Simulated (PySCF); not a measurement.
**Badger's rule along the third period: bonds to Sb**

r²SCAN in PySCF with def2-SVPD on every atom (core potentials on Sb), for the lowest determinant that a PBE0 search found; no spin–orbit coupling. Badger's rule says that Re = d + c·k^(−1/3) for bonds between atoms of fixed rows.

```
molecule  state (unpaired electrons)  Re (Å)  k (mdyn/Å)
     SbS               doublet (π ↑)   2.244        3.51
    SbCl              triplet (π ↑↑)   2.390           ?
    SiSb               doublet (π ↑)   2.396           ?
    AlSb              triplet (π ↑↑)   2.758       0.852
```

Question: Fix c and d from SbS and AlSb.

Answer: c = (2.758 − 2.244)/(0.852^(−1/3) − 3.51^(−1/3)) = 1.295, d = 2.244 − c·3.51^(−1/3) = 1.392 Å.

Question: Predict k of the others and set the computed values beside them.

Answer: 

```csv
molecule,k by the rule,k computed,difference (%)
SbCl,2.18,2.09,4
SiSb,2.15,2.34,-8
```

The rule misses by 6 % on average, well for two fitted constants.

Spin–orbit coupling is left out. States were picked by a PBE0 search and need not be the measured ground states.
